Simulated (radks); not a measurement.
Results of a calculation; reference values are marked as such.
Spin polarisation of the 5d4 shell in Re3+. Start: [Xe] 4f14 5d(up 2, down 2); electrons of 5d are moved from spin down to spin up, other shells keep equal spins. Code: a radial shooting solver on a logarithmic mesh with Libxc functionals. Model: scalar-relativistic Kohn-Sham, SCAN, spin-polarised, spherical densities, finite nucleus; meta-GGA in the generalised Kohn-Sham scheme; Fermi nuclear charge, rms radius of each element as measured or else 0.836 A^(1/3) + 0.57 fm.

| moment (Bohr magnetons) | E - E(0) (eV) | e(5d up) (eV) | e(5d down) (eV) | 4f down minus up (eV) |
|---|---|---|---|---|
| 0 | 0.000 | -33.015 | -33.015 | 0.000 |
| 1 | -0.229 | -33.448 | -32.530 | 0.140 |
| 2 | -0.923 | -33.839 | -31.974 | 0.283 |
| 3 | -2.105 | -34.192 | -31.303 | 0.433 |

At moment 3 the spin-polarisation energy is -2.105 eV and the 5d exchange splitting 2.889 eV, that is 0.963 eV per Bohr magneton; E = -I m^2/4 would give I = 0.936 eV.
